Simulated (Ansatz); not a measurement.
## Nudged elastic band run: B2BrH3Si

The input (input.yaml):

```yaml
crystal:
  periodic: [false, false, false]
  atoms:
    - { symbol: Br, position_ang: [-1.720245, -2.182457, 1.107548] }
    - { symbol: B, position_ang: [-0.193091, -1.328897, 0.504608] }
    - { symbol: B, position_ang: [0.981857, -0.483913, -0.026706] }
    - { symbol: Si, position_ang: [-0.058516, 1.042892, -0.371667] }
    - { symbol: H, position_ang: [2.160277, -0.588236, -0.215184] }
    - { symbol: H, position_ang: [-1.524533, 1.125237, -0.118602] }
    - { symbol: H, position_ang: [0.415451, 2.347273, -0.925697] }
magnetization:
  spin_polarized: true
basis:
  gaussian: { orbitals: def2-SVP }
hamiltonian:
  xc: b3lyp
neb:
  order_check: false
  images: 5
  f_tol: 0.05
  max_iterations: 60
  initial_path: linear
  final_atoms:
    - { symbol: Br, position_ang: [-1.39865191, -2.1111208, 1.02103482] }
    - { symbol: B, position_ang: [-0.34056988, -0.67219892, 0.298677] }
    - { symbol: B, position_ang: [1.19137054, -0.34126046, -0.11724837] }
    - { symbol: Si, position_ang: [0.14778165, 1.14465125, -0.44844654] }
    - { symbol: H, position_ang: [2.30209569, -0.76743039, -0.1793134] }
    - { symbol: H, position_ang: [-0.65668707, 2.37349929, -0.73149524] }
    - { symbol: H, position_ang: [-1.18413902, 0.30575903, 0.11109171] }
```

Launched with:

```bash
$ ansatz run input.yaml --threads 2 --pin off --max-ram 3072MiB --backend cpu --events-out ev --progress --plain --runs-dir out
```

Output, in part (warnings, iteration lines, the closing report on the highest movable image, with atoms numbered from 0):

```
NEB end point (image 0): max|allowed force component| = 9.769e-3 eV/Å (the criterion of neb.relax_end_points is 1.000e-2)
NEB end point (image 6): max|allowed force component| = 1.081e-2 eV/Å (the criterion of neb.relax_end_points is 1.000e-2)
NEB iter   1: max|band force component| = 2.789e0 eV/Å  barrier→ = 1.5659 eV  barrier← = 1.6620 eV  Δτ_max = 0.1986 Å  (397 SCF iters)
NEB iter   2: max|band force component| = 9.378e-1 eV/Å  barrier→ = 1.1637 eV  barrier← = 1.2599 eV  Δτ_max = 0.1943 Å  (206 SCF iters)
NEB iter   3: max|band force component| = 8.793e-1 eV/Å  barrier→ = 1.0962 eV  barrier← = 1.1924 eV  Δτ_max = 0.2000 Å  (189 SCF iters)
NEB iter   4: max|band force component| = 7.450e-1 eV/Å  barrier→ = 1.0374 eV  barrier← = 1.1336 eV  Δτ_max = 0.2000 Å  (194 SCF iters)
NEB iter   5: max|band force component| = 1.025e0 eV/Å  barrier→ = 0.8878 eV  barrier← = 0.9839 eV  Δτ_max = 0.0980 Å  (204 SCF iters)
NEB iter   6: max|band force component| = 4.213e-1 eV/Å  barrier→ = 0.8428 eV  barrier← = 0.9390 eV  CI = image 3  Δτ_max = 0.0999 Å  (209 SCF iters)
NEB iter   7: max|band force component| = 3.451e-1 eV/Å  barrier→ = 0.9630 eV  barrier← = 1.0591 eV  CI = image 3  Δτ_max = 0.0998 Å  (191 SCF iters)
NEB iter   8: max|band force component| = 3.171e-1 eV/Å  barrier→ = 1.0332 eV  barrier← = 1.1294 eV  CI = image 3  Δτ_max = 0.0997 Å  (185 SCF iters)
NEB iter   9: max|band force component| = 3.382e-1 eV/Å  barrier→ = 1.0454 eV  barrier← = 1.1416 eV  CI = image 3  Δτ_max = 0.0992 Å  (187 SCF iters)
NEB iter  10: max|band force component| = 3.229e-1 eV/Å  barrier→ = 1.0426 eV  barrier← = 1.1388 eV  CI = image 3  Δτ_max = 0.1977 Å  (174 SCF iters)
NEB iter  11: max|band force component| = 3.658e-1 eV/Å  barrier→ = 1.0422 eV  barrier← = 1.1384 eV  CI = image 3  Δτ_max = 0.1989 Å  (183 SCF iters)
NEB iter  12: max|band force component| = 2.578e-1 eV/Å  barrier→ = 1.0420 eV  barrier← = 1.1382 eV  CI = image 3  Δτ_max = 0.1986 Å  (171 SCF iters)
NEB iter  13: max|band force component| = 1.262e-1 eV/Å  barrier→ = 1.0418 eV  barrier← = 1.1380 eV  CI = image 3  Δτ_max = 0.1980 Å  (168 SCF iters)
NEB iter  14: max|band force component| = 1.515e-1 eV/Å  barrier→ = 1.0417 eV  barrier← = 1.1379 eV  CI = image 3  Δτ_max = 0.1004 Å  (168 SCF iters)
NEB iter  15: max|band force component| = 1.347e-1 eV/Å  barrier→ = 1.0416 eV  barrier← = 1.1378 eV  CI = image 3  Δτ_max = 0.0626 Å  (162 SCF iters)
NEB iter  16: max|band force component| = 1.265e-1 eV/Å  barrier→ = 1.0416 eV  barrier← = 1.1378 eV  CI = image 3  Δτ_max = 0.0157 Å  (159 SCF iters)
NEB iter  17: max|band force component| = 2.228e-2 eV/Å  barrier→ = 1.0415 eV  barrier← = 1.1377 eV  CI = image 3  Δτ_max = 0.0000 Å  (422 SCF iters)
Total energy: -79312.13574337 eV, -2914.6672288723 hartree
Atom 0 at    -1.006567    -1.114645     2.415081 Å, force     0.000001     0.001062    -0.001863 eV/Å
Atom 1 at     0.064892    -0.849947     0.913005 Å, force     0.002412    -0.002549     0.003459 eV/Å
Atom 2 at     1.000417    -0.685491    -0.319094 Å, force    -0.001909    -0.000915    -0.000596 eV/Å
Atom 3 at    -0.241010     0.831538    -0.712239 Å, force     0.000757     0.002930    -0.002993 eV/Å
Atom 4 at     1.959482    -1.090672    -0.913701 Å, force    -0.000541     0.000592     0.000716 eV/Å
Atom 5 at    -1.575598     0.666518    -1.358968 Å, force    -0.000202    -0.000526     0.000259 eV/Å
Atom 6 at    -0.140417     2.174598    -0.069784 Å, force    -0.000517    -0.000596     0.001018 eV/Å
Dipole moment:    -0.169557     0.106708     0.063764 e Å
```

The run converged. The profile has 2 maxima (images 3, 5) with wells between them (image 4): this band takes more than one step, which may be the mechanism or a detour left from its start path. Another band between the same ends (5 images) ends at a top of the same energy, where a vibrational analysis finds 2 clearly imaginary modes.

Final band (atoms are numbered from 1 in the order of the input):

```csv
image,path coordinate (Å),energy (kJ/mol),B2–H7 (Å)
0,0.00,0.0,3.99
1,0.86,8.0,3.77
2,1.72,42.0,3.45
3,2.58,100.5,3.19
4,4.26,6.8,2.83
5,5.95,9.8,2.84
6,7.63,-9.3,1.31
```

Run time: 3.7 min on 2 threads of Intel(R) Xeon(R) Platinum 8488C (Sapphire Rapids) (shared host), peak memory 0.34 GiB.
